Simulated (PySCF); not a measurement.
**Radial density of Ag(2+) (silver, charge +2)**

wB97X-V, [Kr] 4d8 5s1, 5s spin antiparallel (an excited configuration). Computed with PySCF 2.14 in x2c-TZVPPall (8s6p6d2f1g, 79 functions), with scalar relativity by spin-free X2C-1e.

```json
{"r (bohr)": "0.0323", "4πr²ρ (e/bohr)": "54.84", "4πr²(ρα − ρβ)": "-0.0003"}
{"r (bohr)": "0.0543", "4πr²ρ (e/bohr)": "55.02", "4πr²(ρα − ρβ)": "0.0055"}
{"r (bohr)": "0.0914", "4πr²ρ (e/bohr)": "75.85", "4πr²(ρα − ρβ)": "0.0596"}
{"r (bohr)": "0.154", "4πr²ρ (e/bohr)": "55.87", "4πr²(ρα − ρβ)": "0.3384"}
{"r (bohr)": "0.259", "4πr²ρ (e/bohr)": "59.34", "4πr²(ρα − ρβ)": "0.3942"}
{"r (bohr)": "0.435", "4πr²ρ (e/bohr)": "35.98", "4πr²(ρα − ρβ)": "-0.0021"}
{"r (bohr)": "0.732", "4πr²ρ (e/bohr)": "17.52", "4πr²(ρα − ρβ)": "1.1439"}
{"r (bohr)": "1.23", "4πr²ρ (e/bohr)": "12.15", "4πr²(ρα − ρβ)": "1.6330"}
{"r (bohr)": "2.07", "4πr²ρ (e/bohr)": "2.205", "4πr²(ρα − ρβ)": "-0.1675"}
{"r (bohr)": "3.48", "4πr²ρ (e/bohr)": "0.2699", "4πr²(ρα − ρβ)": "-0.2137"}
{"r (bohr)": "5.86", "4πr²ρ (e/bohr)": "0.001356", "4πr²(ρα − ρβ)": "-0.0013"}
```

Densities and radii are taken from the X2C orbitals without a picture-change correction, which distorts them close to the nucleus.

With the s spin flipped the determinant is a mixture of two multiplicities, not a spectroscopic state.
